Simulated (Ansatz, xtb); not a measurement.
## C4H9FGeSi: which of two isomers lies lower

Structure a: `CCC1=[CH][Ge@H]([F])[SiH2]1`, a singlet. Structure b: `C[CH2][GeH2][C]#C[SiH2]F`, a singlet. Both are isolated molecules in the gas phase, relaxed with PBE0-D3(BJ)/def2-SVP; the shapes shown needn't be the lowest conformers.

a (Å):

```yaml
atoms:
  - { symbol: C, position_ang: [0.8210, -1.1851, 0.6071] }
  - { symbol: C, position_ang: [0.6166, 0.3163, 0.7756] }
  - { symbol: C, position_ang: [-0.3457, 0.6610, 1.8709] }
  - { symbol: C, position_ang: [-0.1109, 1.5193, 2.8977] }
  - { symbol: F, position_ang: [-1.6823, 1.0051, 5.5149] }
  - { symbol: Ge, position_ang: [-1.7984, 1.5920, 3.8659] }
  - { symbol: Si, position_ang: [-2.1138, -0.0060, 2.1366] }
  - { symbol: H, position_ang: [1.5193, -1.4007, -0.2151] }
  - { symbol: H, position_ang: [-0.1290, -1.6960, 0.3794] }
  - { symbol: H, position_ang: [1.2268, -1.6363, 1.5255] }
  - { symbol: H, position_ang: [1.5818, 0.8186, 0.9587] }
  - { symbol: H, position_ang: [0.2236, 0.7350, -0.1692] }
  - { symbol: H, position_ang: [0.8479, 2.0369, 3.0382] }
  - { symbol: H, position_ang: [-2.4988, 2.9546, 4.0155] }
  - { symbol: H, position_ang: [-2.1817, -1.4462, 2.5307] }
  - { symbol: H, position_ang: [-3.0731, 0.2198, 1.0091] }
```

b (Å):

```yaml
atoms:
  - { symbol: C, position_ang: [-0.5883, -3.3139, 0.6402] }
  - { symbol: C, position_ang: [-0.1011, -2.6653, 1.9292] }
  - { symbol: C, position_ang: [0.4637, 0.0409, 0.4718] }
  - { symbol: C, position_ang: [-0.0760, 0.8424, -0.2807] }
  - { symbol: F, position_ang: [-2.1047, 1.3396, -2.1631] }
  - { symbol: Ge, position_ang: [1.2351, -1.2683, 1.6361] }
  - { symbol: Si, position_ang: [-0.8626, 2.0516, -1.3962] }
  - { symbol: H, position_ang: [-1.3492, -4.0840, 0.8425] }
  - { symbol: H, position_ang: [0.2343, -3.8011, 0.0931] }
  - { symbol: H, position_ang: [-1.0395, -2.5726, -0.0376] }
  - { symbol: H, position_ang: [0.3481, -3.4089, 2.6081] }
  - { symbol: H, position_ang: [-0.9359, -2.2021, 2.4797] }
  - { symbol: H, position_ang: [1.6344, -0.5589, 2.9410] }
  - { symbol: H, position_ang: [2.4888, -1.8222, 0.9354] }
  - { symbol: H, position_ang: [-1.4026, 3.1918, -0.6111] }
  - { symbol: H, position_ang: [0.1104, 2.5052, -2.4235] }
```

Quicker runs give these differences E(b) − E(a): GFN2-xTB +8.0 kcal/mol; HF/STO-3G −18.0 kcal/mol (at GFN2-xTB geometries); r2SCAN-D4/def2-SVP −0.1 kcal/mol (at GFN2-xTB geometries).

Task: Which of the two would you expect CCSD(T)/def2-SVP + ΔMP2/def2-TZVPP electronic energies to favour?

Result: Structure b; the calculation gives E(b) − E(a) = −10.1 kcal/mol.

How the difference moves with the method:

```tsv
level	geometry	E(b) − E(a) (kcal/mol)	departure from the last row (kcal/mol)	job, with rough time for the two
GFN2-xTB	GFN2-xTB	+8.0	+18.1	optimisation, 0.3 s
HF/STO-3G	GFN2-xTB	−18.0	−7.9	single point, 0.52 s
r2SCAN-D4/def2-SVP	GFN2-xTB	−0.1	+10.0	single point, 4.4 s
PBE0-D3(BJ)/def2-SVP	PBE0-D3(BJ)/def2-SVP	+6.3	+16.4	optimisation, 83 s
HF/def2-SVP	PBE0-D3(BJ)/def2-SVP	−10.5	−0.4	part of the CCSD(T) run
MP2/def2-SVP	PBE0-D3(BJ)/def2-SVP	−6.4	+3.7	part of the CCSD(T) run
CCSD(T)/def2-SVP	PBE0-D3(BJ)/def2-SVP	−4.2	+5.8	single point
CCSD(T)/def2-SVP + ΔMP2/def2-TZVPP	PBE0-D3(BJ)/def2-SVP	−10.1		single point, 2.2 min
```

As drawn, b has 1 C–Ge, 1 C≡C, 1 F–Si, 1 Ge–H in place of 1 C–C, 1 C=C, 1 F–Ge, 1 Ge–Si, 1 C–H. Structure a has a 4-membered ring, b no ring.

GFN2-xTB, PBE0-D3(BJ)/def2-SVP put the two in the other order. r2SCAN-D4/def2-SVP finds them nearly level. The largest departure from CCSD(T)/def2-SVP + ΔMP2/def2-TZVPP is that of GFN2-xTB, 18.1 kcal/mol. The last row adds to CCSD(T) the change of the MP2 difference between the two basis sets, here −5.8 kcal/mol, a large step that makes the value less sure.

With thermal terms from frequencies at re-optimised GFN2-xTB minima (ideal gas, soft modes damped towards free rotors, one conformer each, 298.15 K, 1 atm): on the last row, ΔE + ΔZPE = −12.0, ΔH = −11.3, ΔG = −13.7 kcal/mol.

The correlated steps freeze 19 core orbitals; the filled d shell of Ge is correlated, in a basis made for valence electrons. Mirror images aren't counted in ΔG. Programs: Ansatz 0.2.0, xtb 6.7.1; the last row on 4 threads of Arm Neoverse V2 on a shared host.
